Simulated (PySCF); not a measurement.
C₄H₂ClF. Atoms are numbered in the order given.

```xyz
8

C      2.2301    -1.1645     0.0000
C      1.1665    -0.5890     0.0000
C     -0.0875     0.1009     0.0000
Cl    -0.0480     1.8372     0.0000
C     -1.2760    -0.5162     0.0000
F     -1.3691    -1.8387     0.0000
H      3.1753    -1.6794     0.0000
H     -2.2355     0.0081     0.0000
```
Charge 0, spin multiplicity 1.

The structure is a stationary point at ωB97X-D3(BJ)/def2-SVP. The structure was generated by enumeration; whether it is a known compound was not checked.

The numbers are results of PySCF with KT2/pcSseg-1, not measurements.

GIAO shieldings, no solvent; atoms alike by connectivity are averaged. δ = σ(ref) − σ: ¹³C against TMS (σ = 185.1 ppm); ³⁵Cl against HCl (σ = 945.4 ppm); ¹⁹F against CFCl3 (σ = 127.1 ppm); ¹H against TMS (σ = 31.47 ppm), references at their B3LYP-D3(BJ)/def2-TZVP geometries, non-relativistic (without spin–orbit terms, shifts of atoms bonded to Cl or Br come out too high).

```
atoms  nucleus  count     δ (ppm)
-----  -------  -----  ----------
C5         ¹³C      1       158.8
C3         ¹³C      1  (withheld)
C1         ¹³C      1        90.5
C2         ¹³C      1  (withheld)
Cl4       ³⁵Cl      1  (withheld)
F6         ¹⁹F      1      -136.3
H8          ¹H      1  (withheld)
H7          ¹H      1        4.11
```

Problem. Complete the blanks. (Estimate from the structure and the level; the computed values follow.)

Solution. 
- C2, δ (ppm): 74.5
- Cl4, δ (ppm): 201.7
- C3, δ (ppm): 108.2
- H8, δ (ppm): 7.55
